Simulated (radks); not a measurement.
Values are calculated unless marked as measured or tabulated.
Question: The mean radii <r> (bohr) of the occupied orbitals of an atom or ion are listed with their occupations. Level of theory: Dirac Kohn-Sham, PBE, spin-unpolarised, spherical densities, point nucleus (a radial shooting solver on a logarithmic mesh with Libxc functionals).

| orbital | occ. | <r> |
|---|---|---|
| 1s1/2 | 2 | 0.1201 |
| 2s1/2 | 2 | 0.6035 |
| 2p1/2 | 1.66667 | 0.5648 |
| 2p3/2 | 3.33333 | 0.5666 |

Name the element and its charge. Open shells, if any, are shared by 2j + 1.

Answer: Z = 13, aluminium, charge +4: Al4+ in [He] 2s2 2p5. The 1s radius gives Z: for a bare nucleus <r> = (2 gamma + 1)/(2Z) with gamma = sqrt(1 - (Z/c)^2), 0.115 bohr for Z = 13, and screening makes it slightly larger (0.1201 here). The occupations add up to 9, and the charge is Z minus that.
